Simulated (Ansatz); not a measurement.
Steps of a relaxation of `CC(C)[O][ZnH]` with RKS PBE0-D4/def2-TZVP.

```sh
$ ansatz run in.yaml --threads 4 --pin off --events-out ev --progress --plain --max-ram 11315MiB
```

```yaml
crystal:
  periodic: [false, false, false]
  atoms:
    - {symbol: C, position_ang: [-1.275070, -0.654070, -0.321730]}
    - {symbol: C, position_ang: [-0.153280, -0.134620, 0.581000]}
    - {symbol: C, position_ang: [1.146530, -0.897110, 0.311570]}
    - {symbol: O, position_ang: [0.024750, 1.233130, 0.417820]}
    - {symbol: Zn, position_ang: [0.391550, 2.432770, -0.731170]}
    - {symbol: H, position_ang: [-2.192170, -0.103530, -0.123600]}
    - {symbol: H, position_ang: [-0.998520, -0.505240, -1.366870]}
    - {symbol: H, position_ang: [-1.453010, -1.712380, -0.149070]}
    - {symbol: H, position_ang: [-0.444250, -0.291520, 1.633960]}
    - {symbol: H, position_ang: [1.935160, -0.524110, 0.960970]}
    - {symbol: H, position_ang: [1.449310, -0.745810, -0.725630]}
    - {symbol: H, position_ang: [1.013690, -1.960960, 0.490610]}
    - {symbol: H, position_ang: [0.555300, 3.863440, -0.977860]}
basis:
  gaussian: {orbitals: def2-TZVP}
hamiltonian: {xc: pbe0, dispersion: d4}
relax: {f_tol: 0.005, max_steps: 150}
```

Positions (Å) and forces (eV/Å) along the path, 10 of 10 steps:

```xyz
13
step=1 energy=-53697.5032 eV
C    -1.275   -0.654   -0.322    0.300    0.271    0.400
C    -0.153   -0.135    0.581    0.055   -0.291   -0.372
C     1.147   -0.897    0.312   -0.406    0.347    0.214
O     0.025    1.233    0.418   -0.339   -1.481    1.031
Zn    0.392    2.433   -0.731    0.089    0.758   -0.168
H    -2.192   -0.104   -0.124   -0.140    0.038   -0.003
H    -0.999   -0.505   -1.367    0.020   -0.034   -0.133
H    -1.453   -1.712   -0.149   -0.072   -0.191   -0.031
H    -0.444   -0.292    1.634    0.026   -0.060   -0.122
H     1.935   -0.524    0.961    0.133    0.017    0.070
H     1.449   -0.746   -0.726    0.041   -0.032   -0.131
H     1.014   -1.961    0.491    0.040   -0.203    0.002
H     0.555    3.863   -0.978    0.252    0.862   -0.757
13
step=2 energy=-53697.7010 eV
C    -1.282   -0.658   -0.319    0.222    0.132    0.092
C    -0.154   -0.155    0.575   -0.018   -0.152   -0.009
C     1.150   -0.901    0.316   -0.212    0.171   -0.020
O     0.014    1.222    0.461   -0.138   -0.673    0.409
Zn    0.378    2.496   -0.656    0.035    0.697    0.041
H    -2.200   -0.106   -0.116   -0.024    0.012    0.007
H    -1.012   -0.509   -1.369   -0.022   -0.021   -0.072
H    -1.470   -1.721   -0.159   -0.016   -0.058   -0.011
H    -0.446   -0.345    1.620    0.002   -0.011   -0.022
H     1.938   -0.524    0.970    0.020    0.011    0.018
H     1.459   -0.752   -0.722    0.049   -0.028   -0.056
H     1.033   -1.972    0.492    0.012   -0.061   -0.004
H     0.592    3.925   -1.093    0.091   -0.021   -0.372
13
step=3 energy=-53697.7784 eV
C    -1.270   -0.651   -0.323   -0.090    0.004    0.005
C    -0.162   -0.175    0.599    0.027    0.023   -0.130
C     1.143   -0.894    0.307    0.078   -0.014    0.050
O    -0.008    1.210    0.552   -0.005    0.139    0.096
Zn    0.346    2.563   -0.520    0.102    0.396   -0.284
H    -2.193   -0.105   -0.112   -0.005   -0.015   -0.019
H    -1.004   -0.489   -1.374    0.027    0.024    0.054
H    -1.465   -1.720   -0.187    0.007    0.033   -0.013
H    -0.456   -0.411    1.634    0.006   -0.048   -0.046
H     1.930   -0.521    0.967    0.011   -0.017   -0.017
H     1.457   -0.733   -0.731   -0.045    0.030    0.034
H     1.043   -1.972    0.466    0.006    0.033   -0.013
H     0.637    3.898   -1.280   -0.119   -0.588    0.283
13
step=4 energy=-53697.8229 eV
C    -1.275   -0.620   -0.322    0.066   -0.033   -0.053
C    -0.170   -0.171    0.619   -0.038   -0.004    0.238
C     1.150   -0.854    0.307   -0.048   -0.041   -0.076
O    -0.042    1.220    0.658   -0.001   -0.006   -0.046
Zn    0.348    2.482   -0.518   -0.028   -0.069    0.085
H    -2.209   -0.095   -0.108    0.049    0.012    0.036
H    -0.991   -0.415   -1.359   -0.018    0.032   -0.082
H    -1.456   -1.695   -0.233    0.006    0.026   -0.006
H    -0.464   -0.478    1.635   -0.003    0.018    0.031
H     1.943   -0.498    0.969   -0.062    0.025    0.013
H     1.444   -0.649   -0.727    0.056    0.026   -0.067
H     1.069   -1.939    0.420    0.005    0.024   -0.006
H     0.654    3.712   -1.342    0.015   -0.010   -0.067
13
step=5 energy=-53697.8379 eV
C    -1.265   -0.592   -0.323   -0.074   -0.058    0.073
C    -0.182   -0.179    0.662    0.053    0.017   -0.204
C     1.146   -0.824    0.301    0.011   -0.054    0.092
O    -0.069    1.213    0.742    0.002    0.005    0.017
Zn    0.341    2.407   -0.506   -0.052   -0.147    0.154
H    -2.203   -0.087   -0.082   -0.008   -0.019   -0.020
H    -0.978   -0.323   -1.348    0.005    0.007    0.061
H    -1.436   -1.674   -0.296    0.003    0.072   -0.021
H    -0.476   -0.531    1.664    0.019    0.026   -0.066
H     1.926   -0.483    0.985    0.018   -0.021   -0.012
H     1.440   -0.556   -0.723   -0.029    0.010    0.049
H     1.088   -1.917    0.357    0.015    0.072   -0.014
H     0.667    3.546   -1.433    0.036    0.089   -0.110
13
step=6 energy=-53697.8404 eV
C    -1.269   -0.579   -0.324    0.002    0.011    0.000
C    -0.181   -0.175    0.656   -0.045   -0.139    0.134
C     1.152   -0.810    0.301    0.000    0.013   -0.002
O    -0.081    1.213    0.785    0.025    0.021   -0.095
Zn    0.336    2.372   -0.494    0.010    0.088   -0.008
H    -2.210   -0.089   -0.067   -0.006    0.007   -0.005
H    -0.996   -0.293   -1.347    0.006    0.021    0.007
H    -1.431   -1.661   -0.314    0.005   -0.003   -0.013
H    -0.473   -0.551    1.649   -0.003   -0.020    0.003
H     1.924   -0.483    1.000    0.009    0.004   -0.001
H     1.460   -0.525   -0.713   -0.004    0.021    0.004
H     1.095   -1.901    0.337    0.002   -0.003   -0.013
H     0.674    3.482   -1.468    0.001   -0.021   -0.013
13
step=7 energy=-53697.8427 eV
C    -1.271   -0.577   -0.320    0.026   -0.034   -0.020
C    -0.184   -0.184    0.666    0.003   -0.009   -0.015
C     1.153   -0.809    0.305   -0.021   -0.028   -0.030
O    -0.081    1.206    0.781   -0.001    0.045    0.018
Zn    0.335    2.372   -0.493    0.006    0.000   -0.023
H    -2.214   -0.091   -0.061    0.009   -0.004    0.007
H    -0.991   -0.269   -1.336   -0.012   -0.009    0.028
H    -1.432   -1.660   -0.333    0.005    0.023   -0.008
H    -0.477   -0.561    1.659    0.003    0.019   -0.004
H     1.925   -0.486    1.007   -0.011   -0.002    0.001
H     1.455   -0.502   -0.705   -0.005   -0.009    0.030
H     1.105   -1.902    0.322    0.005    0.021   -0.009
H     0.678    3.462   -1.491   -0.007   -0.013    0.024
13
step=8 energy=-53697.8426 eV rejected
C    -1.271   -0.580   -0.319   -0.005    0.013   -0.005
C    -0.184   -0.184    0.665    0.004    0.169    0.046
C     1.151   -0.811    0.306    0.009    0.012   -0.001
O    -0.081    1.213    0.779   -0.006   -0.153   -0.035
Zn    0.338    2.372   -0.500   -0.002   -0.005    0.007
H    -2.215   -0.102   -0.052   -0.007   -0.003   -0.003
H    -0.998   -0.263   -1.333   -0.001    0.004   -0.007
H    -1.423   -1.663   -0.340    0.001   -0.008    0.007
H    -0.476   -0.550    1.661   -0.001   -0.022   -0.006
H     1.919   -0.495    1.014    0.007   -0.004    0.000
H     1.459   -0.497   -0.699    0.004    0.003   -0.005
H     1.100   -1.903    0.311   -0.006   -0.007    0.006
H     0.680    3.464   -1.492    0.001    0.002   -0.003
13
step=9 energy=-53697.8431 eV
C    -1.270   -0.579   -0.320   -0.004   -0.003   -0.003
C    -0.184   -0.182    0.666    0.002    0.011   -0.001
C     1.151   -0.810    0.305    0.004   -0.004   -0.001
O    -0.080    1.209    0.779    0.000   -0.007   -0.002
Zn    0.337    2.371   -0.497    0.001    0.000   -0.002
H    -2.214   -0.097   -0.058   -0.001   -0.003    0.001
H    -0.994   -0.267   -1.335   -0.002    0.000    0.003
H    -1.426   -1.661   -0.335    0.004    0.003    0.000
H    -0.476   -0.555    1.659    0.000    0.003    0.001
H     1.922   -0.491    1.009    0.000   -0.003    0.001
H     1.456   -0.501   -0.703    0.000    0.000    0.003
H     1.100   -1.902    0.317   -0.002    0.003   -0.002
H     0.678    3.464   -1.490    0.000    0.000    0.002
13
step=10 energy=-53697.8432 eV
C    -1.271   -0.580   -0.319   -0.002   -0.001    0.002
C    -0.184   -0.181    0.665    0.000    0.001   -0.002
C     1.151   -0.810    0.305    0.000   -0.001    0.003
O    -0.080    1.211    0.776    0.000    0.002    0.001
Zn    0.338    2.372   -0.500    0.000   -0.002    0.000
H    -2.216   -0.103   -0.053   -0.001   -0.001    0.001
H    -0.998   -0.264   -1.334    0.002    0.000    0.000
H    -1.421   -1.663   -0.336   -0.001    0.000   -0.001
H    -0.476   -0.552    1.659    0.000    0.002   -0.001
H     1.921   -0.496    1.013    0.000   -0.001    0.001
H     1.460   -0.498   -0.700   -0.002    0.001   -0.001
H     1.097   -1.902    0.313    0.001    0.000   -0.001
H     0.680    3.466   -1.491    0.000    0.001    0.000
```

It took 59 s on 4 threads of an Arm Neoverse V2 on a shared host, with 0.7 GiB of host memory at the peak.
